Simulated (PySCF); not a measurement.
Ge(NCO)2Cl2, C2Cl2GeN2O2.
InChI=1S/C2Cl2GeN2O2/c3-5(4,6-1-8)7-2-9

Method used: TDDFT wB97X-D/def2-SVPD, vertical, gas phase, core orbitals frozen in the response (PySCF 2.14.0, density-fitted response routines). The structure is a single PBE0-D3(BJ)/def2-SVP conformer in the gas phase; no vibrational or solvent corrections. The wB97X-D/def2-SVPD calculation is non-relativistic and has no spin–orbit coupling, an omission that weighs most on germanium.

Computed states:

```json
{"state": "S1", "E (eV)": "6.49", "f": "0.0001"}
{"state": "S2", "E (eV)": "6.54", "f": "0.0002"}
{"state": "S3", "E (eV)": "6.81", "f": "0.070"}
{"state": "S4", "E (eV)": "7.02", "f": "0.044"}
{"state": "S5", "E (eV)": "7.10", "f": "0.021"}
{"state": "S6", "E (eV)": "7.19", "f": "0.019"}
{"state": "S7", "E (eV)": "7.39", "f": "0.023"}
{"state": "S8", "E (eV)": "7.46", "f": "0.049"}
{"state": "S9", "E (eV)": "7.55", "f": "0.0040"}
{"state": "S10", "E (eV)": "7.64", "f": "0.011"}
{"state": "S11", "E (eV)": "8.07", "f": "0.0061"}
{"state": "S12", "E (eV)": "8.08", "f": "0.047"}
{"state": "S13", "E (eV)": "8.16", "f": "0.106"}
{"state": "S14", "E (eV)": "8.18", "f": "0.103"}
{"state": "S15", "E (eV)": "8.55", "f": "0.013"}
```

Broadening: Gaussians 0.3 eV wide at half height, area fixed by f = 4.319×10⁻⁹ ∫ε dν̃. The cross-section is σ = 3.8235×10⁻²¹ ε cm², given in Mb (10⁻¹⁸ cm²). The width is an assumption, not a result. The curve ends short of the highest state used, and states not computed would add to its high-energy end.

Q: What does the envelope look like, and where are its maxima?

A: 
```json
{"λ (nm)": "156.0", "σ (Mb)": "26.75"}
{"λ (nm)": "157.1", "σ (Mb)": "13.54"}
{"λ (nm)": "158.3", "σ (Mb)": "6.54"}
{"λ (nm)": "159.4", "σ (Mb)": "5.00"}
{"λ (nm)": "160.6", "σ (Mb)": "6.61"}
{"λ (nm)": "161.7", "σ (Mb)": "10.04"}
{"λ (nm)": "162.9", "σ (Mb)": "15.14"}
{"λ (nm)": "164.0", "σ (Mb)": "20.21"}
{"λ (nm)": "165.2", "σ (Mb)": "24.70"}
{"λ (nm)": "166.3", "σ (Mb)": "26.67"}
{"λ (nm)": "167.4", "σ (Mb)": "26.21"}
{"λ (nm)": "168.6", "σ (Mb)": "23.90"}
{"λ (nm)": "169.7", "σ (Mb)": "21.69"}
{"λ (nm)": "170.9", "σ (Mb)": "20.78"}
{"λ (nm)": "172.0", "σ (Mb)": "21.77"}
{"λ (nm)": "173.2", "σ (Mb)": "24.26"}
{"λ (nm)": "174.3", "σ (Mb)": "26.81"}
{"λ (nm)": "175.5", "σ (Mb)": "28.92"}
{"λ (nm)": "176.6", "σ (Mb)": "29.97"}
{"λ (nm)": "177.7", "σ (Mb)": "30.43"}
{"λ (nm)": "178.9", "σ (Mb)": "30.64"}
{"λ (nm)": "180.0", "σ (Mb)": "30.60"}
{"λ (nm)": "181.2", "σ (Mb)": "29.78"}
{"λ (nm)": "182.3", "σ (Mb)": "27.77"}
{"λ (nm)": "183.5", "σ (Mb)": "23.96"}
{"λ (nm)": "184.6", "σ (Mb)": "19.37"}
{"λ (nm)": "185.8", "σ (Mb)": "14.00"}
{"λ (nm)": "186.9", "σ (Mb)": "9.53"}
{"λ (nm)": "188.1", "σ (Mb)": "5.72"}
{"λ (nm)": "189.2", "σ (Mb)": "3.30"}
{"λ (nm)": "190.3", "σ (Mb)": "1.78"}
{"λ (nm)": "191.5", "σ (Mb)": "0.85"}
{"λ (nm)": "192.6", "σ (Mb)": "0.41"}
{"λ (nm)": "193.8", "σ (Mb)": "0.19"}
{"λ (nm)": "194.9", "σ (Mb)": "0.09"}
{"λ (nm)": "196.1", "σ (Mb)": "0.04"}
{"λ (nm)": "197.2", "σ (Mb)": "0.02"}
{"λ (nm)": "198.4", "σ (Mb)": "0.01"}
{"λ (nm)": "199.5", "σ (Mb)": "0.01"}
{"λ (nm)": "200.6", "σ (Mb)": "0.00"}
{"λ (nm)": "201.8", "σ (Mb)": "0.00"}
{"λ (nm)": "202.9", "σ (Mb)": "0.00"}
{"λ (nm)": "204.1", "σ (Mb)": "0.00"}
{"λ (nm)": "205.2", "σ (Mb)": "0.00"}
```

Maxima: 179 nm (6.91 eV), ε about 8000, made up of S3 (56%) and S4 (34%); 167 nm (7.44 eV), ε about 7000, made up of S7 (27%) and S8 (61%) (ε in L mol⁻¹ cm⁻¹; maxima over ε = 5, shares over 10%). At its high-energy end, 7.95 eV, the curve is still rising (ε about 7200, from S12, S13 and S14).

Q: What would ε be at 6.91 eV, the highest of these maxima, with half the width (0.15 eV)?

A: About 5200 L mol⁻¹ cm⁻¹ against 8020, a factor of about 0.6; a lone state at its own centre would give exactly 2.

Q: Coming from long wavelengths, where does ε first pass 100 L mol⁻¹ cm⁻¹?

A: At about 193 nm (6.43 eV), 0.06 eV below S1.

Q: On this curve, what absorbance would a 10⁻⁴ mol/L sample give at 193 nm over a 1 cm path?

A: 193 nm is 6.424 eV, where ε is about 83 L mol⁻¹ cm⁻¹, so A = ε c l ≈ 0.0083 (Beer–Lambert, with the gas-phase spectrum and the assumed width).

The run took 4.1 min wall, 3.0 min CPU (grids of density and orbitals included) on one thread of an Intel Xeon at 2.50 GHz (shared host), and the process peaked at 1.0 GiB of memory.
